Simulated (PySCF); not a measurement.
C5H2ClF3O (charge +1 and doublet state).
Cartesian coordinates in Å at the GFN2-xTB level; atoms count from 1:
```xyz
12
C5H2ClF3O angstrom
F     -2.0516   -1.0653   -1.0024
C     -1.7303   -0.1783   -0.0685
F     -2.1789   -0.6182    1.1008
F     -2.3455    0.9674   -0.3493
C     -0.2235    0.0094   -0.0174
C      0.5019    1.2141   -0.2295
Cl     0.0131    2.7457   -0.5831
O      1.8202    0.9524   -0.0950
C      1.9650   -0.3273    0.1853
C      0.7221   -0.9733    0.2478
H      2.9647   -0.7137    0.3272
H      0.5440   -2.0135    0.4581
```

The hyperfine couplings belong to this conformer and change with its torsions.

Identity: `FC(F)(F)C1=C(Cl)O[CH][CH+]1` [radical] (charge +1).

The calculation used UKS B3LYP, pcH-1 on C Cl F H O, non-relativistic, mean-field spin-orbit, GIAO in PySCF 2.14.0. Isolated species at its GFN2-xTB geometry, gas phase. GFN2-xTB frequencies show an imaginary mode (20i cm⁻¹), so this geometry is no minimum at that level. The geometry wasn't refined by DFT: couplings that depend on bond lengths, twists or pyramidal angles can differ widely from those at the functional's own minimum, by a factor of two or more for some ions and for spin on atoms past the first row. The SCF solution wasn't tested for stability.

Q: Give the principal g shifts and their parts.

A: 
| Δg (ppt) | 1 | 2 | 3 |
| --- | --- | --- | --- |
| relativistic mass correction | -0.18 | -0.18 | -0.18 |
| gauge correction | 0.00 | 0.04 | 0.05 |
| orbital Zeeman/spin–orbit | -0.26 | 4.13 | 9.50 |
| total | -0.45 | 3.99 | 9.37 |

So g = 2.00187, 2.00630, 2.01169 and g_iso = 2.00662; the tensor is rhombic: the two nearest values differ by 45 % of g3 − g1. Axes: g2 points within 4° of the C9–C10 bond and g3 points within 7° of the C6–Cl7 bond.

Q: What effective moment and Curie constant follow for a powder?

A: With the mean of g² = 4.0265 and S(S+1) = 0.75: μ_eff = √(⟨g²⟩S(S+1)) = 1.738 μB and χT = 0.12505·⟨g²⟩·S(S+1) = 0.378 cm³ K/mol (cgs; spin-Hamiltonian part alone).

Q: How much does each term add to the isotropic shift?

A: The orbital-Zeeman/spin–orbit term 4.46, the mass correction -0.18 and the gauge correction 0.03 ppt, for a total of 4.30 ppt. The orbital-Zeeman/spin–orbit term is the largest in size. The mass correction is the same along every axis, so the anisotropy comes from the other two: their spans along these axes are 0.05 (gauge) and 9.77 ppt (orbital Zeeman/spin–orbit).

Q: At 9.777 GHz, how far is the centre of the isotropic spectrum from where a free electron (g = 2.002319) resonates?

A: B = hν/(g μB) with μB/h = 13.99624 MHz/mT gives 348.87 mT for the free electron and 348.12 mT at g_iso, 0.75 mT lower.

Q: In a frozen sample, at which fields do the three g values resonate at 9.5, 34, 94 and 263 GHz (hyperfine left aside), and which band first spreads them over more than twice a line width of 0.3 mT?

A: 
```json
{"band": "X", "GHz": "9.5", "B(g3) mT": "337.41", "B(g2) mT": "338.31", "B(g1) mT": "339.06", "spread mT": "1.65"}
{"band": "Q", "GHz": "34.0", "B(g3) mT": "1207.56", "B(g2) mT": "1210.79", "B(g1) mT": "1213.48", "spread mT": "5.92"}
{"band": "W", "GHz": "94.0", "B(g3) mT": "3338.54", "B(g2) mT": "3347.49", "B(g1) mT": "3354.91", "spread mT": "16.38"}
{"band": "J", "GHz": "263.0", "B(g3) mT": "9340.80", "B(g2) mT": "9365.85", "B(g1) mT": "9386.61", "spread mT": "45.82"}
```

The spread grows in proportion to the frequency. X band is the first where it exceeds 0.6 mT.

The largest Mulliken spin populations are on C9 (+0.45), C6 (+0.32), Cl7 (+0.18) and C5 (+0.09). Three atoms exceed +0.15.

The HOMO–LUMO gaps are 5.94 eV among the α and 3.56 eV among the β orbitals.
